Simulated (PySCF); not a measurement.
## Dipole response of Hg (mercury, neutral)

[Xe] 4f14 5d9 6s2 6p1, one real determinant (an excited configuration). Calculation: PySCF 2.14, in aug-cc-pVTZ-PP with ECP60MDF (6s6p5d3f2g, 88 functions); scalar relativity through the core potential. Coupled (time-dependent) response in atomic units; α is the mean over directions.

| method | mean α (bohr³) | α xx, yy, zz | C₆ (like pair) | S(−4) |
| --- | --- | --- | --- | --- |
| UHF | 69.90 | 54.11, 54.11, 101.5 | 792.2 | 2661 |
| PBE | 74.66 | 53.62, 53.62, 116.7 | 808.4 | 4058 |
| PBE0 | 70.08 | 52.16, 52.16, 105.9 | 765.9 | 3151 |

S(−4) is the Cauchy moment in α(ω) = α(0) + S(−4) ω² + …

Spin-orbit coupling is absent.

α(iu) at PBE0:

```tsv
u (hartree)	α(iu) (bohr³)
0	70.08
0.0500	63.49
0.100	51.77
0.200	34.06
0.300	24.01
0.500	14.26
0.750	9.110
1.00	6.552
1.50	4.017
2.00	2.762
3.00	1.547
5.00	0.6790
```

The components differ because the open shell of this determinant is not spherical; for a pure term their mean is the scalar polarisability.

⟨L²⟩ = 7.98 against 12 for a pure F term, so this real determinant mixes terms. Energies and moments cover only the electrons outside the core potential. Spin-orbit coupling, absent here, splits the open shell strongly.
